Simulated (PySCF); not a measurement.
# Cs (caesium, neutral): UHF calculation

Configuration: [Xe] 6s1, 2S determinant. Computed with PySCF 2.14 in def2-TZVPPD with the def2 core potential (46 electrons) (5s4p3d1f, 39 functions), with a scalar-relativistic core potential.

```
Total energy             : -19.855210 hartree
One-electron energy      : -32.8756 hartree
Hartree (Coulomb) energy : 15.8506 hartree
Exchange energy          : -2.8302 hartree
⟨S²⟩                     : 0.7505
⟨L²⟩                     : 0.000
Sum of ⟨r⟩               : 22.39 bohr
Sum of ⟨r²⟩              : 78.99 bohr²
```

```json
{"shell": "5s α", "electrons": "1", "mean orbital energy (hartree)": "-1.31792", "rms radius, mean of both spins (bohr)": "1.88"}
{"shell": "5s β", "electrons": "1", "mean orbital energy (hartree)": "-1.31488", "rms radius, mean of both spins (bohr)": "1.88"}
{"shell": "5p α", "electrons": "3", "mean orbital energy (hartree)": "-0.67966", "rms radius, mean of both spins (bohr)": "2.25"}
{"shell": "5p β", "electrons": "3", "mean orbital energy (hartree)": "-0.67806", "rms radius, mean of both spins (bohr)": "2.25"}
{"shell": "6s α", "electrons": "1", "mean orbital energy (hartree)": "-0.12891", "rms radius, mean of both spins (bohr)": "6.45"}
```

Energies and moments cover only the electrons outside the core potential. Spin-orbit coupling, which splits the p, d and f shells strongly at this Z, is absent.
